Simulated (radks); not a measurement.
Values are calculated unless marked as measured or tabulated.
Excited configurations of neutral bromine: one electron is placed in a higher orbital outside [Ar] 3d10 4s2 4p4. The ground configuration is [Ar] 3d10 4s2 4p5. Level of theory: scalar-relativistic Kohn-Sham, LDA (Slater exchange, Perdew-Wang correlation), spin-unpolarised, spherical densities, point nucleus (a radial shooting solver on a logarithmic mesh with Libxc functionals). Excitation = E - E(ground); binding = E(ion) - E, where the ion is the core of charge +1; n* = 1/sqrt(2 binding) in atomic units, and the quantum defect is n - n*.

outer orbital,excitation (eV),binding (eV),n*,<r> (bohr)
4d,10.750,1.955,2.638,7.632
4f,11.794,0.911,3.865,17.55
5s,8.740,3.964,1.853,5.520
5p,10.182,2.523,2.322,7.580
5f,12.077,0.627,4.658,29.77
6s,10.920,1.784,2.761,12.21
6p,11.372,1.333,3.195,15.54
6d,11.910,0.794,4.139,25.36
7s,11.678,1.026,3.641,21.57
7p,11.876,0.828,4.054,26.14
7f,12.363,0.342,6.309,62.15

The Delta-SCF ionisation energy is 12.704 eV (NIST Atomic Spectra Database: 11.814 eV, measured). Self-interaction in the functional shifts the binding energies and quantum defects, so they are the method's values and not measured ones. Spin polarisation and multiplet splitting are left out, so open shells lie too high by an amount that depends on their filling.

Beside tabulated values, note that spin-unpolarised runs miss the spin-polarisation part of the exchange energy of open shells.
